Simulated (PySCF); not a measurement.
Record of a relaxation.

CH6AsB.
Numbering: `[CH3:1][BH:2][AsH2:3]` (hydrogens: H4, H5, H6 on C1; H7 on B2; H8, H9 on As3)

Method: PBE0-D3(BJ)/def2-SVP geometry optimisation, gas phase in PySCF 2.14.0; density fitting, grid level 1; the optimiser is geomeTRIC in internal coordinates, started from a GFN2-xTB structure with every atom displaced at random (about 0.01 Å). The frame can shift and turn from step to step; on so coarse a grid that alone can change the energy by a few meV, and forces under 0.02 eV/Å are noise.

Step 0: E = -62633.5602 eV, largest atomic force 1.695 eV/Å
```
atom  x, y, z in Å  |  force x, y, z in eV/Å
C1     -1.175   -0.412   -0.161   -0.557   1.379  -0.812
B2     -0.068    0.663    0.100   -0.367  -0.918  -0.208
As3     1.791    0.413   -0.558    0.594   0.382   0.379
H4     -0.909   -1.139   -0.914    0.140  -0.620  -0.352
H5     -2.149    0.058   -0.456    0.493  -0.180   0.158
H6     -1.391   -0.914    0.767   -0.090  -0.521   0.881
H7     -0.343    1.658    0.663   -0.119   0.790   0.412
H8      1.873   -1.056   -0.281   -0.082  -0.546  -0.155
H9      2.430    0.712    0.806   -0.011   0.233  -0.301
```

Step 1: E = -62633.6585 eV, largest atomic force 0.279 eV/Å
```
atom  x, y, z in Å  |  force x, y, z in eV/Å
C1     -1.222   -0.406   -0.187    0.011  -0.233   0.112
B2     -0.083    0.597    0.157    0.090   0.218  -0.056
As3     1.798    0.404   -0.540   -0.087  -0.230   0.133
H4     -0.960   -1.190   -0.914   -0.023   0.008   0.055
H5     -2.142    0.104   -0.512   -0.044   0.038   0.013
H6     -1.488   -0.911    0.770    0.033   0.096  -0.173
H7     -0.334    1.619    0.765    0.019  -0.097  -0.011
H8      1.950   -1.096   -0.270    0.000   0.191  -0.074
H9      2.541    0.861    0.702    0.003   0.009   0.003
```

Step 2: E = -62633.6633 eV, largest atomic force 0.062 eV/Å
```
atom  x, y, z in Å  |  force x, y, z in eV/Å
C1     -1.219   -0.409   -0.188    0.006  -0.033   0.006
B2     -0.083    0.604    0.148    0.021   0.032  -0.025
As3     1.797    0.406   -0.533   -0.024   0.001   0.057
H4     -0.961   -1.201   -0.905   -0.004   0.002   0.008
H5     -2.142    0.100   -0.512   -0.001   0.001   0.004
H6     -1.483   -0.901    0.770    0.000   0.021  -0.010
H7     -0.334    1.619    0.762   -0.004  -0.018  -0.003
H8      1.951   -1.086   -0.289    0.006  -0.009  -0.025
H9      2.533    0.851    0.717   -0.002   0.003  -0.012
```

Step 3: E = -62633.6641 eV, largest atomic force 0.028 eV/Å
```
atom  x, y, z in Å  |  force x, y, z in eV/Å
C1     -1.219   -0.410   -0.187    0.011   0.010  -0.024
B2     -0.083    0.605    0.143    0.000  -0.017   0.007
As3     1.799    0.412   -0.526   -0.010   0.016   0.010
H4     -0.962   -1.209   -0.898    0.001  -0.003  -0.002
H5     -2.142    0.097   -0.515    0.004  -0.003  -0.003
H6     -1.484   -0.892    0.774   -0.004   0.000   0.023
H7     -0.337    1.617    0.758   -0.004   0.013   0.000
H8      1.958   -1.082   -0.307    0.004  -0.014  -0.009
H9      2.530    0.846    0.730   -0.001  -0.002  -0.001
```

Step 4: E = -62633.6645 eV, largest atomic force 0.033 eV/Å
```
atom  x, y, z in Å  |  force x, y, z in eV/Å
C1     -1.217   -0.412   -0.187   -0.005   0.022  -0.012
B2     -0.085    0.608    0.144   -0.004  -0.033   0.005
As3     1.797    0.417   -0.521    0.007   0.023  -0.008
H4     -0.955   -1.216   -0.889    0.004  -0.002  -0.001
H5     -2.139    0.091   -0.523    0.001  -0.005  -0.005
H6     -1.485   -0.885    0.777   -0.005  -0.006   0.017
H7     -0.344    1.621    0.756    0.000   0.010  -0.001
H8      1.959   -1.080   -0.326   -0.002  -0.005   0.003
H9      2.527    0.839    0.740    0.004  -0.004   0.003
```

Step 5: E = -62633.6646 eV, largest atomic force under 0.02 eV/Å
```
atom  x, y, z in Å  |  force x, y, z in eV/Å
C1     -1.217   -0.413   -0.187    0.003   0.005  -0.002
B2     -0.085    0.605    0.144   -0.010  -0.006   0.010
As3     1.799    0.424   -0.517    0.003   0.006  -0.016
H4     -0.955   -1.222   -0.884    0.002  -0.003   0.000
H5     -2.137    0.089   -0.529    0.003  -0.001  -0.004
H6     -1.490   -0.880    0.780   -0.002  -0.002   0.000
H7     -0.347    1.620    0.753    0.003   0.005   0.002
H8      1.965   -1.075   -0.337    0.001  -0.001   0.005
H9      2.527    0.835    0.748   -0.002  -0.003   0.004
```

Problem. Summarise the path.

Solution. The energy falls by 10.08 kJ/mol from step 0 to step 5; nine tenths of that is first reached at step 1. It falls at every step. The largest force goes from 1.695 to under 0.02 eV/Å. Among the bonds B2–H7 changes most, from 1.176 to 1.212 Å; the atoms move by 0.098 Å rms after alignment.

Problem. Follow the three bonds and two angles with the largest change from start to end.

Solution. 
```csv
step,E above end (kJ/mol),largest force (eV/Å),B2–H7 (Å),C1–H6 (Å),As3–H8 (Å),H8–As3–H9 (°),B2–As3–H9 (°)
0,10.08,1.695,1.176,1.077,1.497,90.2,94.1
1,0.59,0.279,1.216,1.114,1.531,95.8,98.3
2,0.13,0.062,1.212,1.109,1.519,96.1,98.4
3,0.05,0.028,1.211,1.107,1.518,96.4,98.5
4,0.02,0.033,1.211,1.108,1.518,96.6,98.6
5,0.00,under 0.02,1.212,1.108,1.519,96.7,98.7
```

What follows is the cost of the whole optimisation. The run took 23 s of wall time on an Arm Neoverse N1 with one thread, shared host, and the process peaked at 0.37 GiB of memory.
